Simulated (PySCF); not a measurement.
s to d promotion along the 4d series

Calculated with PySCF 2.14 from differences of total energies of unrestricted determinants, without spin-orbit coupling. Basis: aug-cc-pVTZ-PP with one added diffuse shell each of s, p, d, f, g type with ECP28MDF, ECP. Energy of d^(n+1) s¹ above d^n s² in eV (negative where d^(n+1) s¹ lies lower), between high-spin terms; measured values are centres of gravity of the terms (NIST).

```
element                         terms     UHF     LDA     PBE  r2SCAN    PBE0  measured
     Nb   4d3 5s2 (4F) → 4d4 5s1 (6D)  -0.723  -0.697  -0.798  -0.935  -0.778    -0.184
     Mo   4d4 5s2 (5D) → 4d5 5s1 (7S)  -2.201  -1.883  -2.009  -2.326  -2.082       n/a
     Tc   4d5 5s2 (6S) → 4d6 5s1 (6D)   0.762   0.121  -0.120   0.105   0.002     0.406
     Rh   4d7 5s2 (4F) → 4d8 5s1 (4F)  -1.259  -1.746  -1.816  -1.742  -1.786       n/a
     Ag  4d9 5s2 (2D) → 4d10 5s1 (2S)  -3.648  -3.837  -3.812  -3.801  -3.884    -3.971
```

Q: Estimate the missing row, Ru.

A: The calculation gives UHF -0.655; LDA -0.966; PBE -1.173; r2SCAN -1.072; PBE0 -1.135. The measured value is -0.867.

Q: Which way does each method err?

A: Mean (and mean absolute) errors over the 4 elements with all values: UHF 0.09 (0.36) eV; LDA -0.19 (0.26) eV; PBE -0.32 (0.40) eV; r2SCAN -0.27 (0.36) eV; PBE0 -0.29 (0.34) eV. A negative mean favours the extra d electron, a positive one the s² configuration.
